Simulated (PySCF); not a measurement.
# Rotational lines of CsIn

Lines J+1 ← J of the vibrational ground state, computed from PBE0 constants of CsIn, ¹Σ⁺ (singlet), closed shell, a second solution, started from another occupation (Cs def2-SVP with ECP46, In def2-SVP with ECP28; scalar-relativistic core potentials (PySCF 2.14); masses 132.9054 and 114.9039 u), in MHz:

| J | ν (MHz) |
| --- | --- |
| 2 | 2835.2 |
| 3 | 3780.3 |
| 4 | 4725.4 |
| 5 | 5670.4 |
| 6 | 6615.4 |

Q: Find B0 and the effective bond length r0; with αe = 4.54e-05 cm⁻¹, find Re.

A: ν = 2B0(J+1) − 4D(J+1)³ gives B0 = 0.015762 cm⁻¹. With the reduced mass μred = 61.625 u, r0 = √(16.8576/(μred·B0)) (u, cm⁻¹, Å) = 4.1659 Å. Be = B0 + αe/2 = 0.015785 cm⁻¹ gives Re = 4.163 Å.

Closed-shell solutions of metal pairs were not tested for spin polarisation, which can lower them a little. These are scalar-relativistic numbers at best; spin–orbit coupling would shift them, the dissociation energy most.
